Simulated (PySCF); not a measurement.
Record of a relaxation.

Species: FGeH3S.
SMILES with atom numbers: `[F:1][GeH2:2][SH:3]` (hydrogens: H4, H5 on Ge2; H6 on S3)

Method: PySCF, PBE0-D3(BJ)/def2-SVP geometry optimisation, gas phase; density fitting, grid level 1; the optimiser is geomeTRIC in internal coordinates, started from a GFN2-xTB structure with every atom displaced at random (about 0.01 Å). The frame can shift and turn from step to step; on so coarse a grid that alone can change the energy by a few meV, and forces under 0.02 eV/Å are noise.

Step 0: E = -70094.5669 eV, largest atomic force 0.976 eV/Å
```
atom  x, y, z in Å  |  force x, y, z in eV/Å
F1     -0.758    1.242    0.664    0.032   0.423   0.150
Ge2    -0.474   -0.310   -0.062   -0.028   0.606   0.566
S3      1.674   -0.315   -0.473    0.538  -0.532  -0.345
H4     -1.323   -0.280   -1.282   -0.421  -0.210  -0.855
H5     -0.942   -1.252    1.013   -0.037  -0.611   0.289
H6      1.847    0.884    0.095   -0.084   0.324   0.195
```

Step 1: E = -70094.6269 eV, largest atomic force 0.481 eV/Å
```
atom  x, y, z in Å  |  force x, y, z in eV/Å
F1     -0.744    1.310    0.598    0.017  -0.441  -0.191
Ge2    -0.535   -0.274   -0.135   -0.138  -0.081  -0.116
S3      1.646   -0.424   -0.573   -0.119   0.184   0.095
H4     -1.367   -0.327   -1.457    0.185   0.098   0.419
H5     -0.965   -1.355    0.898    0.017   0.331  -0.162
H6      1.843    0.764    0.050    0.039  -0.091  -0.046
```

Step 2: E = -70094.6479 eV, largest atomic force 0.052 eV/Å
```
atom  x, y, z in Å  |  force x, y, z in eV/Å
F1     -0.747    1.275    0.583   -0.008   0.026   0.011
Ge2    -0.529   -0.293   -0.145    0.040  -0.013  -0.031
S3      1.650   -0.414   -0.572   -0.041   0.004  -0.005
H4     -1.368   -0.316   -1.432    0.019  -0.001   0.001
H5     -0.980   -1.327    0.894   -0.002  -0.004   0.018
H6      1.852    0.767    0.053   -0.008  -0.013   0.007
```

Step 3: E = -70094.6482 eV, largest atomic force under 0.02 eV/Å
```
atom  x, y, z in Å  |  force x, y, z in eV/Å
F1     -0.747    1.277    0.581   -0.003   0.007   0.001
Ge2    -0.528   -0.292   -0.146    0.011  -0.008  -0.003
S3      1.648   -0.415   -0.575   -0.011   0.003  -0.010
H4     -1.364   -0.316   -1.433    0.003  -0.003  -0.007
H5     -0.979   -1.325    0.896   -0.002   0.006   0.007
H6      1.849    0.763    0.058    0.002  -0.004   0.011
```

Task: Summarise the path.

Result: The energy falls by 1.88 kcal/mol from step 0 to step 3; nine tenths of that is first reached at step 2. It falls at every step. The largest force goes from 0.976 to under 0.02 eV/Å. Among the bonds Ge2–H4 changes most, from 1.487 to 1.535 Å; the atoms move by 0.052 Å rms after alignment.

Task: Follow the three bonds and two angles with the largest change from start to end.

Result: 
| step | E above end (kcal/mol) | largest force (eV/Å) | Ge2–H4 (Å) | Ge2–S3 (Å) | Ge2–H5 (Å) | F1–Ge2–H5 (°) | F1–Ge2–H4 (°) |
| --- | --- | --- | --- | --- | --- | --- | --- |
| 0 | 1.88 | 0.976 | 1.487 | 2.187 | 1.504 | 102.1 | 103.4 |
| 1 | 0.49 | 0.481 | 1.563 | 2.229 | 1.556 | 108.4 | 108.7 |
| 2 | 0.01 | 0.052 | 1.536 | 2.224 | 1.535 | 106.7 | 107.1 |
| 3 | 0.00 | under 0.02 | 1.535 | 2.221 | 1.535 | 106.6 | 107.2 |

What follows is the cost of the whole optimisation. The run took 7.9 s of wall time on one thread, Arm Neoverse V2 (aarch64), shared host with 32 logical CPUs at a one-minute load of 28, and the process peaked at 0.33 GiB of memory.
